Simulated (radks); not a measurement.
Results of a calculation; reference values are marked as such.
Mean orbital radii <r> (bohr) of the lanthanum ion La+, [Xe] 5d2, at several levels of relativity; Dirac values are averaged over j with weights 2j + 1. Spin-unpolarised spherical Kohn-Sham, LDA (Slater exchange, Perdew-Wang correlation), point nucleus unless stated (finite: rms radius 4.855 fm), a radial shooting solver on a logarithmic mesh with Libxc functionals. A level marked "c x" has the speed of light scaled by that factor and shares open shells by 2j + 1; other Dirac levels either fill j = l - 1/2 first or share by 2j + 1.

| shell | non-rel. | scalar-rel., finite nucleus | Dirac, low j first | Dirac, c x 2 | change of magnitude, last against first (%) |
|---|---|---|---|---|---|
| 1s | 0.02667 | 0.02509 | 0.02509 | 0.02628 | -1.43 |
| 2s | 0.1143 | 0.1075 | 0.1071 | 0.1125 | -1.54 |
| 2p | 0.09714 | 0.09428 | 0.09401 | 0.09637 | -0.79 |
| 3s | 0.3002 | 0.2856 | 0.2852 | 0.2966 | -1.21 |
| 3p | 0.2900 | 0.2835 | 0.2830 | 0.2883 | -0.60 |
| 3d | 0.2607 | 0.2601 | 0.2602 | 0.2605 | -0.06 |
| 4s | 0.6847 | 0.6546 | 0.6545 | 0.6774 | -1.07 |
| 4p | 0.7063 | 0.6936 | 0.6931 | 0.7031 | -0.46 |
| 4d | 0.7641 | 0.7681 | 0.7684 | 0.7651 | +0.13 |
| 5s | 1.629 | 1.558 | 1.560 | 1.612 | -1.04 |
| 5p | 1.837 | 1.813 | 1.814 | 1.831 | -0.32 |
| 5d | 2.815 | 2.894 | 2.904 | 2.835 | +0.69 |
